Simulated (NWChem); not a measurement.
## Electron attachment to H₃Si₂

```xyz
5

Si    -1.3549     0.0895     0.0000
Si     1.0205    -0.0851     0.0000
H      1.6353    -0.7164     1.2134
H      1.4116     1.3712     0.0000
H      1.6353    -0.7164    -1.2134
```
Charge 0, spin multiplicity 2.

Program: NWChem. The geometry was optimised at UPBE0/def2-SVP, a minimum by its harmonic frequencies.

Basis set: def2-TZVPD. The species with one electron more has spin multiplicity 3 and keeps the geometry of the parent. Δ marks differences of total energies (open shells unrestricted). −ε marks an orbital energy of the parent. That orbital need not have the symmetry of the hole or added electron in the Δ rows. The basis adds only a small set of diffuse functions.

B3LYP has NWChem's definition, with VWN1-RPA local correlation. This spin state was chosen for the runs; another may lie lower. The structure started from a generated list of species. The unpaired electrons of the parent sit in orbitals of symmetry a" (Cs labels of the run); other states weren't searched. The stability of the SCF solutions was not checked.

Q: For the vertical electron affinity, −ε(alpha LUMO) of B3LYP gives 3.61 eV and −ε(alpha LUMO) of PBE gives 4.36 eV. What do −ε(alpha LUMO) of TPSS, ΔB3LYP, ΔPBE give?

A: −ε(alpha LUMO) of TPSS: 4.26 eV; ΔB3LYP: 1.54 eV; ΔPBE: 1.63 eV.
